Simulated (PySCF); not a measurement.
Structure problem from calculated spectra and properties.

Formula: C2F3O2; charge -1.

| Property | Result |
| --- | --- |
| Couplings | largest of the computed one-bond spin–spin couplings (means over like bonds): 19F–13C -419.2 (×3), 13C–13C +60.8, 17O–13C +25.5 (×2) Hz [B3LYP/pcJ-1] |
| XPS | C1s 289.0, C1s 292.5, O1s 531.8 (×2), F1s 689.0 (×3) eV [ΔSCF SCAN, pcX-2 on the ionised atom, pcseg-1 elsewhere, spin-free X2C] |
| 13C NMR | chemical shifts (computed TMS as zero) by class: 156.1 (1 C), 132.6 (1 C) ppm [GIAO PBE0/pcSseg-1] |
| NMR, other nuclei | isotropic shieldings of nuclei other than C and H, by class: 34 (2 O), 266 (3 F) ppm [GIAO PBE0/pcSseg-1] |
| Rotational structure | rotational constants A, B, C: 3.923, 2.413, 2.025 GHz [GFN2-xTB] |

Electronic properties: PySCF, gas phase, density fitting. Levels stand in brackets. Geometry: GFN2-xTB; no solvent, vibrations or thermal averaging. No diffuse functions stand in pcJ-1 and pcSseg-1, which bears on an anion's orbital energies. NMR values are class means; diastereotopic atoms form classes of their own.

Problem. Propose a structure and show how it fits.

Solution. Numbering: `[O:1]=[C:2]([O-:3])[C:4]([F:5])([F:6])[F:7]`. 2 carbons fall into 2 classes; from least to most shielded: carboxylate carbon [C2] (156.1 ppm), CF3 carbon [C4] (132.6 ppm). The other shieldings belong to: 34 ppm, carboxylate oxygen [O1/O3]; 266 ppm, fluorine of a CF3 group [F5/F6/F7]. The couplings run between: -419.2 Hz, fluorine of a CF3 group [F5] and CF3 carbon [C4] (with 2 like pairs); +60.8 Hz, carboxylate carbon [C2] and CF3 carbon [C4]; +25.5 Hz, carboxylate oxygen [O1] and carboxylate carbon [C2] (with 1 like pair). The core levels belong to: C1s 289.0 eV, carboxylate carbon [C2]; C1s 292.5 eV, CF3 carbon [C4]; O1s 531.8 eV, carboxylate oxygen [O1/O3]; F1s 689.0 eV, fluorine of a CF3 group [F5/F6/F7]. One atom of each topological class was ionised and stands for its class. The optimised geometry has point group Cs and is an asymmetric top. Structure: `O=C([O-])C(F)(F)F` (trifluoroacetate). The assignments are read from this structure; whether some other isomer fits the data as well wasn't checked.

The values belong to the conformer `[O:1]=[C:2]([O-:3])[C:4]([F:5])([F:6])[F:7]`: O1–C2–C4–F5 -120°.
